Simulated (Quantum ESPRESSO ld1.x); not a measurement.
The numbers below are computed, except where a source is named.
Task: Mo4+, 38 electrons, occupied as [Ar] 3d10 4s1.5 4p6 4d2 5d0.5 (fractional occupations, a model configuration). Code: ld1.x of Quantum ESPRESSO 7.5. Model: scalar-relativistic Kohn-Sham, LDA (Slater exchange, Perdew-Wang correlation), spin-polarised, spherical densities, point nucleus; open shells are filled with parallel spins first. Some entries of the table are withheld. Estimate them.

orbital  occ.  eigenvalue (hartree)  <r> (bohr)  <r^2> (bohr^2)
1s up       1              -729.508     0.03520        0.001672
1s down     1              -729.503     0.03520        0.001672
2s up       1              -104.826      0.1539         0.02791
2s down     1              -104.810      0.1539         0.02791
2p up       3              -93.9981      0.1340         0.02195
2p down     3              -93.9851      0.1340         0.02195
3s up       1              -19.5039      0.4295          0.2114
3s down     1              -19.4894      0.4294          0.2112
3p up       3              -15.9567      0.4310          0.2162
3p down     3              -15.9411      0.4308          0.2159
3d up       5              -10.1692      0.4150          0.2072
3d down     5              -10.1501      0.4146          0.2067
4s up       1              -4.31073       1.079           1.315
4s down   0.5              -4.22862       1.078           1.313
4p up       3              -3.32373       1.180           1.583
4p down     3              -3.24012       1.179           1.584
4d up       2              -1.88685       1.474           2.517
4d down     0              -1.80577       1.482           2.551
5s up       0              -1.45810       2.457             (1)
5s down     0              -1.40121       2.479             (2)
5p up       0              -1.18883         (3)           8.637
5p down     0              -1.13699         (4)           8.855
5d up     0.5              -0.81094         (5)           14.34
5d down     0              -0.76960         (6)           15.08

Result: 
(1) 5s up <r^2> (bohr^2): 6.743
(2) 5s down <r^2> (bohr^2): 6.864
(3) 5p up <r> (bohr): 2.778
(4) 5p down <r> (bohr): 2.812
(5) 5d up <r> (bohr): 3.573
(6) 5d down <r> (bohr): 3.662
